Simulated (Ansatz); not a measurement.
The input (input.yaml):

```yaml
crystal:
  periodic: [false, false, false]
  atoms:
    - { symbol: Ga, position_ang: [0.0, 0.0, 0.0] }
    - { symbol: O, position_ang: [1.2796, 0.0, 1.524] }
    - { symbol: H, position_ang: [0.3701, -0.2814, 1.8612] }
    - { symbol: H, position_ang: [1.7552, 0.0, 0.2282] }
    - { symbol: O, position_ang: [-1.5501, 0.0, -0.895] }
    - { symbol: H, position_ang: [-2.0598, -0.8467, -0.6865] }
basis:
  gaussian: { orbitals: def2-SVP }
hamiltonian:
  xc: pbe
  dispersion: d4
relax:
  f_tol: 0.15
  max_steps: 25
  restrain:
    - { distance: [1, 3], at: 2.21, k: 30.0 }
    - { distance: [0, 1], at: 1.79, k: 30.0 }
    - { distance: [0, 3], at: 1.57, k: 30.0 }
output:
  orbitals: {}
```

Run as:

```bash
$ ansatz run input.yaml --threads 1 --pin off --max-ram 2048MiB --backend cpu --events-out ev --progress --plain --runs-dir out
```

Hardware: 1 thread of Arm Neoverse V1 (shared host).

Problem. Roughly how long does this run take, and how much memory?

Solution. 17 s, with a peak of 0.14 GiB, for 9 ionic steps.
